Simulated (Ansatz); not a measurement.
Gas-phase electronic energies from Ansatz, PBE0-D4/def2-TZVP geometries. CBS: MP2 limit from def2 TZ/QZ plus the TZ coupled-cluster correction, frozen cores. This one scheme is used for every species, atoms too. For atomizations the MP2-based limit and the directly extrapolated one differ by several kJ/mol either way, and by 10 to 25 for some Ge, Se and Sn compounds, so smaller differences from it don't rank the levels. DFT in def2-TZVPP. No spin–orbit coupling; open shells (•) take unrestricted orbitals. Spin–orbit coupling would lower the free atoms: a little for C, O; clearly for Ga. For Ga outer-core shells are correlated without core-valence functions, so the limit isn't a true one: a few kJ/mol of doubt a bond, and 10 to 20 or more in all where bonds break to atoms. Scalar relativity is left out up to krypton. One conformer a species, not always the lowest.

Consider the atomization: `C=[C]([GaH2])OC` → 3 C• + Ga• + 7 H• + O•.

What is ΔE at CCSD(T)/CBS? (Estimate.)

Computed: +1037.9 kcal/mol.

What do these levels give: LDA (SPW92), r2SCAN-D4, B97M-V, PBE0-D4, r2SCANh-D4, B2PLYP, BHLYP, HF/def2-SVP, HF/def2-TZVPP, CCSD/def2-TZVPP, CCSD(T)/def2-TZVPP, HF/CBS(def2)? (An estimate is asked.)

Ansatz gave: LDA (SPW92) 1195.9, r2SCAN-D4 1041.8, B97M-V 1041.0, PBE0-D4 1040.2, r2SCANh-D4 1034.7, B2PLYP 1026.0, BHLYP 997.3, HF/def2-SVP 761.1, HF/def2-TZVPP 748.7, CCSD/def2-TZVPP 998.8, CCSD(T)/def2-TZVPP 1015.3, HF/CBS(def2) 750.0 kcal/mol.

Largest T1 diagnostic among the species: 0.013.

The D4 term adds +9.4 kcal/mol with B3LYP and +4.9 kcal/mol with PBE0; it sums over pairs of atoms, weighted by their polarisabilities, and B3LYP, whose exchange is more repulsive, gets the larger term. Leaving LDA and LC-ωPBE aside and taking each functional with its dispersion term where it has one, the values, not all of them listed here, spread over 55.3 kcal/mol, from BHLYP-D4 to PBE-D4. LDA lies +142.0 kcal/mol from PBE without D4, its usual overbinding. At CCSD(T), def2-SVP lies −47.2 kcal/mol from the extrapolated value and def2-TZVPP −22.6 kcal/mol: correlation converges slowly with the basis, and small sets miss more of it in the bonded molecule than in its fragments.

B3LYP here is the variant with VWN-RPA as its local correlation; programs differ in this.
